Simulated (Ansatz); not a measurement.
Cl$_{2}$H$_{2}$O$_{2}$Zr, SMILES `[OH][Zr]([OH])([Cl])[Cl]` at its PBE0-D4/def2-TZVP geometry, where that method's forces vanish. Charge 0, multiplicity 1. Zr: def2 effective core potential.

```json
{"atom": "O1", "x (Å)": "0.537", "y (Å)": "1.597", "z (Å)": "-0.162"}
{"atom": "Zr2", "x (Å)": "0.244", "y (Å)": "-0.230", "z (Å)": "0.247"}
{"atom": "O3", "x (Å)": "-1.313", "y (Å)": "-0.869", "z (Å)": "-0.622"}
{"atom": "Cl4", "x (Å)": "2.100", "y (Å)": "-1.485", "z (Å)": "-0.486"}
{"atom": "Cl5", "x (Å)": "-0.031", "y (Å)": "-0.458", "z (Å)": "2.577"}
{"atom": "H6", "x (Å)": "0.570", "y (Å)": "2.506", "z (Å)": "-0.444"}
{"atom": "H7", "x (Å)": "-2.108", "y (Å)": "-1.061", "z (Å)": "-1.110"}
```

For each bond, give half the difference of the two atoms' forces along it (eV/Å; positive pushes the atoms apart) under PBE-D4, r2SCAN-D4, B3LYP-D4, ωB97M-V in def2-TZVPP. (Best estimate.)

Computed: 
```csv
bond,length (Å),PBE-D4,r2SCAN-D4,B3LYP-D4,ωB97M-V
O1–Zr2,1.894,0.03,0.10,0.17,0.06
O1–H6,0.953,0.27,-0.05,-0.12,-0.09
Zr2–O3,1.894,0.03,0.10,0.17,0.06
Zr2–Cl4,2.358,0.03,0.04,0.12,0.08
Zr2–Cl5,2.358,0.03,0.04,0.12,0.08
O3–H7,0.953,0.27,-0.05,-0.12,-0.09
```

B3LYP here is the variant with VWN-RPA as its local correlation; programs differ in this.
